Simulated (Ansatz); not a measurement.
Molecule: GaI, net charge 0, singlet state. 
Geometry from a B3LYP-D3(BJ)/def2-TZVP (Ansatz, a quantum-chemistry and plane-wave program) optimisation:
```
Ga
I 1 2.6178
```
Charge 0, spin multiplicity 1.

Basis-set convergence of Hartree-Fock and CCSD correlation energies (hartree) with Ansatz. Valence correlation only, unless marked. No spin-orbit coupling. The frozen core is the preceding noble-gas configuration, with the filled d and f shells of earlier blocks. In def2 rows, elements after Kr have scalar-relativistic effective core potentials.

| basis | functions | E(HF) | E(corr, CCSD) |
|---|---|---|---|
| def2-SVP | 58 | -2219.72264 | -0.15884 |
| def2-TZVPP | 98 | -2219.98097 | -0.20861 |
| def2-QZVPP | 171 | -2220.02168 | -0.23028 |

Extrapolating the two largest sets (X = 3 and 4) as X^-3: E(corr) = (64·(-0.23028) - 27·(-0.20861))/37 = -0.2461 Eh, an estimate of the basis-set limit. The largest set recovers 93.6 % of it, the smallest 64.5 %.
